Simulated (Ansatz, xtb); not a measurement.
Two isomers of C3H8BNSi

Structure X is `C#CB(N)C[SiH3]`, a singlet and structure Y is `CNBC#C[SiH3]`, a singlet. Both are isolated molecules in the gas phase, relaxed with PBE0-D3(BJ)/def2-SVP, each in the lowest conformer that the search found.

Quicker runs give these differences E(Y) − E(X): GFN2-xTB −10.6 kcal/mol; HF/STO-3G −1.9 kcal/mol (at GFN2-xTB geometries); r2SCAN-D4/def2-SVP +8.5 kcal/mol (at GFN2-xTB geometries).

Task: Estimate E(Y) − E(X) at the level CCSD(T)/def2-SVP + ΔMP2/def2-TZVPP.

Result: Calculated at CCSD(T)/def2-SVP + ΔMP2/def2-TZVPP: E(Y) − E(X) = +9.4 kcal/mol, so structure X lies lower.

Level by level:

```tsv
level	geometry	E(Y) − E(X) (kcal/mol)	departure from the last row (kcal/mol)	job, with rough time for the two
GFN2-xTB	GFN2-xTB	−10.6	−20.0	optimisation, 0.48 s
HF/STO-3G	GFN2-xTB	−1.9	−11.3	single point, 0.78 s
r2SCAN-D4/def2-SVP	GFN2-xTB	+8.5	−0.9	single point, 4.1 s
PBE0-D3(BJ)/def2-SVP	PBE0-D3(BJ)/def2-SVP	+8.9	−0.5	optimisation, 70 s
HF/def2-SVP	PBE0-D3(BJ)/def2-SVP	+6.4	−3.0	part of the CCSD(T) run
MP2/def2-SVP	PBE0-D3(BJ)/def2-SVP	+8.5	−0.9	part of the CCSD(T) run
CCSD(T)/def2-SVP	PBE0-D3(BJ)/def2-SVP	+7.4	−1.9	single point
CCSD(T)/def2-SVP + ΔMP2/def2-TZVPP	PBE0-D3(BJ)/def2-SVP	+9.4		single point, 63 s
```

As drawn, Y has 1 C–N, 1 B–H in place of 1 C–B, 1 N–H.

GFN2-xTB, HF/STO-3G put the two in the other order. The largest departure from CCSD(T)/def2-SVP + ΔMP2/def2-TZVPP is that of GFN2-xTB, 20.0 kcal/mol. A small imaginary or near-zero mode remains, so no thermal terms are given. The last row adds to CCSD(T) the change of the MP2 difference between the two basis sets, here +1.9 kcal/mol.

The correlated steps freeze 10 core orbitals. Programs: Ansatz 0.2.0, xtb 6.7.1; the last row on 2 threads of Intel(R) Xeon(R) Processor @ 2.70GHz on a shared host.
